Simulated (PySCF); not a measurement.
This PySCF input asks for the NMR shieldings of `N(C)B(C)Cl`, C₂H₇BClN; the geometry comes from GFN2-xTB.

```python
import basis_set_exchange as bse
import numpy as np
from pyscf import gto, dft
from pyscf.prop import nmr

atoms = """
C     1.377803    0.875271   -0.236662
N     0.909429   -0.489912   -0.145825
B    -0.378847   -0.949495    0.065440
C    -1.637779   -0.003371    0.257305
Cl   -0.568846   -2.686616    0.129030
H     0.537840    1.555575   -0.128221
H     1.855633    1.053098   -1.203317
H     2.104575    1.085920    0.551885
H     1.659124   -1.159303   -0.252379
H    -2.572682   -0.555806    0.222235
H    -1.599786    0.503533    1.220541
H    -1.685266    0.770420   -0.506059
"""
names = dict.fromkeys(["C", "N", "B", "Cl", "H"], "pcSseg-1")
basis = {el: gto.basis.parse(bse.get_basis(n, elements=[el], fmt="nwchem")) for el, n in names.items()}
mol = gto.M(atom=atoms, basis=basis, charge=0, verbose=0)
mf = dft.RKS(mol, xc="PBE0")
mf.grids.level = 2
mf.grids.alignment = dft.numint.BLKSIZE   # the property module wants whole blocks of grid points
mf.conv_tol = 1e-9
mf.kernel()

calc = nmr.RKS(mf)   # GIAO
C = mf.mo_coeff
Co = C[:, mf.mo_occ > 0]
resp = mf.gen_response(singlet=True, hermi=2)
def vind(x):   # induced exchange potential for any number of trial vectors
    d = np.einsum("pi,xij,qj->xpq", C, 2 * x.reshape(-1, C.shape[1], Co.shape[1]), Co, optimize=True)
    return np.einsum("xpq,pi,qj->xij", resp(d - d.transpose(0, 2, 1)), C, Co, optimize=True).ravel()
mo1, _ = nmr.rhf.solve_mo1(calc, with_cphf=vind)
sigma = calc.kernel(mo1)
for i, s in enumerate(sigma):   # ppm
    w = np.linalg.eigvalsh((s + s.T) / 2)
    print("%2d %-2s iso %8.1f  s11 %8.1f  s22 %8.1f  s33 %8.1f" % (i, mol.atom_pure_symbol(i), w.mean(), *w))
```

Q: Give the expected output.

A: 
```
 0 C  iso    153.3  s11    131.2  s22    143.8  s33    184.9
 1 N  iso    150.4  s11     58.5  s22    191.3  s33    201.3
 2 B  iso     62.9  s11     29.1  s22     62.7  s33     96.8
 3 C  iso    184.6  s11    178.5  s22    182.4  s33    192.9
 4 Cl iso    829.2  s11    651.2  s22    888.4  s33    948.0
 5 H  iso     28.7  s11     24.2  s22     29.5  s33     32.4
 6 H  iso     28.8  s11     24.0  s22     26.7  s33     35.7
 7 H  iso     28.8  s11     24.0  s22     26.7  s33     35.7
 8 H  iso     27.9  s11     20.2  s22     29.4  s33     34.0
 9 H  iso     31.1  s11     26.2  s22     30.2  s33     36.8
10 H  iso     31.2  s11     27.3  s22     28.7  s33     37.6
11 H  iso     31.1  s11     26.6  s22     29.7  s33     37.1
```

These numbers come from an equivalent density-fitted implementation of the same equations, which agrees with the script to about 0.01 ppm for H and up to a few tenths of a ppm for heavy atoms, so last digits may differ.

Size and cost of the density-fitted run: 127 basis functions, 11 s wall time on 1 thread of an Arm Neoverse V1, shared host; peak memory 0.58 GiB.
